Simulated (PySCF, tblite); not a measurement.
Compound: C9H10NP.
SMILES: `Cc1pc2ccccc2n1C`

Computed with PBE0/pcSseg-1 in PySCF (dipole) on a GFN2-xTB geometry, gas phase.

Masses are those of the commonest isotopes; rigid-rotor values at the optimised geometry. 

(1) Give the principal moments of inertia and the rotational constants in cm⁻¹.

(2) Classify the top.

(3) Is it planar, by Δ = Ic − Ia − Ib?

(4) Give the coordinates in the principal-axis frame, origin at the centre of mass.

(5) List the rotational levels J(Ka,Kc) to J = 3 (K).

(6) Which lines would a microwave search look for?

## Answers

(1) Ia = 276.42, Ib = 583.21, Ic = 853.29 u·Å²; 505379 MHz·u·Å²/I gives 1828, 866.5 and 592.3 MHz, that is A = 0.06099, B = 0.02890, C = 0.01976 cm⁻¹.

(2) An asymmetric top: κ = (2 × 866.5 − 1828 − 592.3)/(1828 − 592.3) = -0.56.

(3) Not planar: Δ = Ic − Ia − Ib = -6.35 u·Å². For a rigid frame Δ = −2 Σ m c², so Σ m c² = 3.17 u·Å² lies off the ab plane, practically all of it from hydrogen. The atom farthest from that plane is 0.89 Å away.

(4) The sense of each axis is arbitrary; atoms in the order of the calculation.
```json
{"atom": "C1", "mass (u)": "12.000", "a (Å)": "-3.226", "b (Å)": "0.006", "c (Å)": "0.000"}
{"atom": "C2", "mass (u)": "12.000", "a (Å)": "-1.744", "b (Å)": "-0.158", "c (Å)": "0.000"}
{"atom": "P3", "mass (u)": "30.974", "a (Å)": "-0.944", "b (Å)": "-1.684", "c (Å)": "0.000"}
{"atom": "C4", "mass (u)": "12.000", "a (Å)": "0.608", "b (Å)": "-0.813", "c (Å)": "-0.001"}
{"atom": "C5", "mass (u)": "12.000", "a (Å)": "1.906", "b (Å)": "-1.324", "c (Å)": "0.001"}
{"atom": "C6", "mass (u)": "12.000", "a (Å)": "2.974", "b (Å)": "-0.457", "c (Å)": "0.001"}
{"atom": "C7", "mass (u)": "12.000", "a (Å)": "2.769", "b (Å)": "0.924", "c (Å)": "0.000"}
{"atom": "C8", "mass (u)": "12.000", "a (Å)": "1.499", "b (Å)": "1.454", "c (Å)": "-0.001"}
{"atom": "C9", "mass (u)": "12.000", "a (Å)": "0.411", "b (Å)": "0.584", "c (Å)": "-0.001"}
{"atom": "N10", "mass (u)": "14.003", "a (Å)": "-0.915", "b (Å)": "0.925", "c (Å)": "-0.001"}
{"atom": "C11", "mass (u)": "12.000", "a (Å)": "-1.343", "b (Å)": "2.299", "c (Å)": "0.001"}
{"atom": "H12", "mass (u)": "1.008", "a (Å)": "-3.569", "b (Å)": "0.541", "c (Å)": "-0.887"}
{"atom": "H13", "mass (u)": "1.008", "a (Å)": "-3.687", "b (Å)": "-0.979", "c (Å)": "0.003"}
{"atom": "H14", "mass (u)": "1.008", "a (Å)": "-3.567", "b (Å)": "0.545", "c (Å)": "0.886"}
{"atom": "H15", "mass (u)": "1.008", "a (Å)": "2.059", "b (Å)": "-2.393", "c (Å)": "0.001"}
{"atom": "H16", "mass (u)": "1.008", "a (Å)": "3.983", "b (Å)": "-0.842", "c (Å)": "0.002"}
{"atom": "H17", "mass (u)": "1.008", "a (Å)": "3.622", "b (Å)": "1.587", "c (Å)": "0.001"}
{"atom": "H18", "mass (u)": "1.008", "a (Å)": "1.353", "b (Å)": "2.524", "c (Å)": "-0.001"}
{"atom": "H19", "mass (u)": "1.008", "a (Å)": "-2.427", "b (Å)": "2.358", "c (Å)": "0.000"}
{"atom": "H20", "mass (u)": "1.008", "a (Å)": "-0.962", "b (Å)": "2.813", "c (Å)": "-0.885"}
{"atom": "H21", "mass (u)": "1.008", "a (Å)": "-0.964", "b (Å)": "2.810", "c (Å)": "0.890"}
```

(5) Above 0(0,0), as E/k:
J = 1: 1(0,1) 0.070, 1(1,1) 0.116, 1(1,0) 0.129
J = 2: 2(0,2) 0.208, 2(1,2) 0.243, 2(1,1) 0.283, 2(2,1) 0.421, 2(2,0) 0.423
J = 3: 3(0,3) 0.408, 3(1,3) 0.432, 3(1,2) 0.511, 3(2,2) 0.631, 3(2,1) 0.643, 3(3,1) 0.896, 3(3,0) 0.896

(6) The dipole components are |μa| = 1.38 D, |μb| = 3.52 D, |μc| = 0.00 D; the mirror of this Cs structure is the ab plane, so μc vanishes by symmetry and there are no c-type lines. The squared components, which scale the intensities, stand as 0.15 : 1.00 (a : b). Some lines, for components of 0.1 D or more:

```
type  branch         J(Ka,Kc)    MHz  lower level (cm⁻¹)
   b       Q  1(1,0) ← 1(0,1)   1236               0.049
   b       Q  2(2,0) ← 2(1,1)   2936               0.196
   b       Q  3(2,2) ← 3(1,3)   4149               0.300
   b       Q  4(2,3) ← 4(1,4)   4743               0.474
   b       R  4(0,4) ← 3(1,3)   4917               0.300
   b       Q  3(3,0) ← 3(2,1)   5286               0.447
   b       Q  5(2,4) ← 5(1,5)   5486               0.688
   b       Q  4(3,2) ← 4(2,3)   5649               0.632
   b       Q  5(3,3) ← 5(2,4)   5883               0.871
   b       R  3(2,2) ← 2(1,1)   7262               0.196
   a       R  5(4,1) ← 4(4,0)   7411               1.074
   b       Q  4(4,1) ← 4(3,2)   7617               0.820
   a       R  5(1,4) ← 4(1,3)   7694               0.564
   b       Q  5(5,0) ← 5(4,1)   9781               1.322
   b       R  4(3,2) ← 3(2,1)  11202               0.447
   b       R  5(5,1) ← 4(4,0)  17192               1.074
   b       R  5(5,0) ← 4(4,1)  17193               1.074
```

Its GFN2-xTB frequencies are all real (lowest 64 cm⁻¹). Constants of a rigid frame at the computed geometry: no zero-point averaging, no centrifugal distortion. A rigid rotor knows nothing of internal rotation, which can split or shift real lines. Quadrupole hyperfine structure (14N) is left out.
